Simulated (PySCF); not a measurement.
Vertical excitations of a molecule C4H4ClF from TDDFT-PBE/def2-SVPD (PySCF), as energy in eV (oscillator strength): 5.05 (0.243), 5.21 (0.000), 5.53 (0.199), 5.56 (0.001), 6.06 (0.001), 6.64 (0.014), 6.81 (0.087), 6.98 (0.001), 7.00 (0.000), 7.02 (0.002). Lowest triplet (TDA): 3.02 eV. Geometry: PBE0-D3(BJ)/def2-SVP. The values are those of a single conformer.

Which structure fits?
(A) F/C=C\C=C/Cl
(B) C=C/C(F)=C/Cl
(C) C=C/C(Cl)=C\F
(D) C=C(Cl)/C=C\F

D, C=C(Cl)/C=C\F
